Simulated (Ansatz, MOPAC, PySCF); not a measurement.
System: BiI$_{2}$, charge 0, multiplicity 2. SMILES: [Bi]([I])[I]
Structure (B3LYP-D3(BJ)/def2-TZVP (Ansatz, a first-principles code) minimum search):
```xyz
3

Bi     0.1121    -0.6263     0.7737
I      2.0549     0.8623    -0.6151
I     -2.2304     0.1185    -0.5965
```
Charge 0, spin multiplicity 2.

Unscaled harmonic wavenumbers (cm⁻¹) in rising order, each level at the stationary point that it reaches from this structure (no distance between atoms moves by over 0.3 Å); the order of modes can differ between levels, and a negative number is imaginary. B3LYP-D3(BJ)/def2-TZVP (PySCF, at the structure above): 51, 164, 169.

PM6 (MOPAC): 44, 133, 137. Zero-point energy 0.4 against 0.5 kcal/mol.

PM7 (MOPAC): 66, 145, 162. Zero-point energy 0.5 against 0.5 kcal/mol.

HF/LANL2DZ (Ansatz): 52, 147, 151. Zero-point energy 0.5 against 0.5 kcal/mol.

B3LYP/LANL2DZ (Ansatz): 48, 153, 154. Zero-point energy 0.5 against 0.5 kcal/mol.
